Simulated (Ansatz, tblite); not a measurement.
Forces on Mn₂Cu⁻ at its PBE-D4/def2-TZVPD geometry. The state is a multiplicity 9 with charge -1.

The xTB rows come from tblite. At PBE-D4/def2-TZVPD the charge -1 multiplicity 9 is spin-contaminated (final ⟨S²⟩ up to 20.97, 20.00 for a pure state). At PBE-D4/def2-TZVPD the highest occupied level of the charge -1 multiplicity 9 lies above zero (up to 1.00 eV). It is a level of β spin, whose loss leaves a multiplicity 10; that state wasn't run at this geometry and level. The electron is either unbound and held by the finite basis, or the level is raised by self-interaction error. No other spin state of charge -1 was run. The geometry of the multiplicity 9 was relaxed on an unsound state (⟨S²⟩ 20.97, where a pure state has 20.00). Another isomer (multiplicity 9) lies 0.37 eV lower at PBE0-D4/def2-TZVPD; other spin states weren't run for this one.

GFN1-xTB (tblite), largest force 2.40 eV/Å:

```xyz
3
positions Å, forces eV/Å
Cu    0.001    0.002    0.003   -0.002   -0.006   -0.012
Mn   -0.802   -2.035    1.133    0.783    1.986   -1.101
Mn    0.801    2.033   -1.136   -0.781   -1.980    1.112
```

GFN2-xTB (tblite), largest force 0.82 eV/Å:

```
Cu 0.002 0.005 0.009
Mn -0.268 -0.681 0.374
Mn 0.267 0.677 -0.383
```

PBE-D4/def2-TZVPD (Ansatz), largest force 0.01 eV/Å:

```
Cu 0.000 0.000 0.000
Mn -0.002 -0.006 0.004
Mn 0.002 0.006 -0.003
```
